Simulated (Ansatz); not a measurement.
Coupled-cluster diagnostics for the cluster Na₅H₅, Ansatz.

Geometry of the singlet (PBE0-D4/def2-SVP):

```xyz
10

Na    0.952   -3.070   -0.135
Na   -2.463    1.968   -0.517
Na    0.935    2.987    0.737
Na    3.025   -0.131    0.970
Na   -2.449   -1.753   -1.056
H     2.557    1.833    1.099
H    -0.989    3.194    0.141
H    -0.971   -3.110   -0.771
H    -3.162    0.138   -1.012
H     2.565   -2.055    0.542
```

Correlated methods freeze 5 core orbitals; core or outer-core shells of Na are correlated, in sets that lack core-valence functions. The structure comes from a short search, and lower isomers may exist.

Q: Estimate the CCSD(T) correlation energy, the shares of MP2 and (T), T1 and the reference's ⟨S²⟩ for: charge 0, singlet, own geometry in def2-SVP; charge 1, doublet, vertical in def2-SVP; and the rough time on 4 threads of Arm Neoverse V1 on a shared host.

A: 
```json
{"state": "charge 0, singlet, own geometry", "basis": "def2-SVP", "correlation (eV)": "-4.072", "MP2 share (%)": "75.8", "(T) share (%)": "0.5", "T1": "0.005", "⟨S²⟩ (pure)": "0.00 (0.00)", "wall time": "13 s", "remarks": "–"}
{"state": "charge 1, doublet, vertical", "basis": "def2-SVP", "correlation (eV)": "-3.635", "MP2 share (%)": "70.6", "(T) share (%)": "2.1", "T1": "0.052", "⟨S²⟩ (pure)": "0.77 (0.75)", "wall time": "75 s", "remarks": "large T1"}
```
Customary marks for T1 are 0.02 (closed shells), 0.045 (open shells) and about 0.05 (3d metals). T1 exceeds 0.02 in 1 of 2 rows and 0.045 in 1; the higher it lies, the less the single-reference result can be trusted.
